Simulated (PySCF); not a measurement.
BH3OSe2, SMILES OB([SeH])[SeH].

Coordinates come from a PBE0-D3(BJ)/def2-SVP optimisation. The structure was generated by enumeration, and PubChem lists no compound with its InChIKey, so it may never have been made. Other conformers were not sampled.

Computed with PBE0-D3(BJ)/def2-SVP in PySCF.

Frequencies are harmonic and unscaled.

```tsv
mode	ν (cm⁻¹)	IR (km/mol)	Raman (Å⁴/amu)	depolarisation	moving atoms (share of kinetic energy)
1	145	1.0	0.7	0.34	Se 80 %, O 9 %
2	160	2.5	3.9	0.75	H 97 %
3	278	4.5	1.0	0.64	O 66 %, Se 23 %, H 11 %
4	302	0.8	9.6	0.75	H 91 %
5	398	6.3	8.9	0.12	O 39 %, Se 32 %, B 20 %, H 9 %
6	445	32.6	0.8	0.75	B 52 %, H 46 %
7	485	92.5	3.1	0.75	H 52 %, B 29 %, O 17 %
8	681	46.8	10.7	0.44	H 74 %, B 20 %
9	757	16.9	18.3	0.72	H 88 %
10	822	141.3	0.6	0.62	H 54 %, B 39 %
11	1083	276.0	1.2	0.64	H 57 %, B 31 %, O 12 %
12	1366	230.1	2.6	0.29	B 67 %, O 30 %
13	2432	28.3	216.6	0.27	H 99 %
14	2462	11.2	87.6	0.32	H 99 %
15	3920	99.6	85.9	0.32	H 94 %
```
